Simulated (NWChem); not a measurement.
System: H3SO4 cation; SMILES S(=O)(O)(=O)[OH2+]

```xyz
8

O     -1.0906    -0.5982    -0.9701
S      0.0462    -0.3235    -0.1270
O      1.4650    -0.3863    -0.4045
O     -0.3517    -0.5699     1.3859
O     -0.1015     1.7328     0.0734
H      0.4370    -0.5230     1.9879
H      0.4755     2.2031    -0.5759
H     -1.0213     2.0680    -0.0567
```
Atoms are numbered in this order, from 1.

Computed with NWChem. Medium grid unless said otherwise, to which SCAN and Minnesota functionals are sensitive. All runs use the structure optimised with PBE-D3(BJ)/def2-SVP. B3LYP is NWChem's, with the RPA form of VWN correlation. Total energies of different functionals are on different scales.

| level | energy (Ha) | highest occupied level (eV) | orbital gap (eV) | relative time |
|---|---|---|---|---|
| B3LYP/def2-SVP | -700.1344 | -15.94 | 7.17 | 1 |
| PBE/def2-SVP | -699.6767 | -14.44 | 5.07 | 1 |
| MN15/def2-SVP | -699.6706 | -17.14 | 9.30 | 1 |
| MPW1K/def2-SVP | -700.0076 | -17.73 | 9.77 | 1 |
| B97-D/def2-SVP | -699.9875 | -14.53 | 5.08 | 1 |
| SCAN/def2-SVP | -700.0644 | -14.97 | 5.60 | 1 |
| BP86/def2-SVP | -700.1948 | -14.56 | 5.06 | 2 |
| CAM-B3LYP/def2-SVP | -700.0305 | -17.70 | 10.36 | 4 |
| M06-L/def2-SVP | -700.1012 | -15.09 | 5.70 | 1 |

Relative times are rough (shared machine, one core).
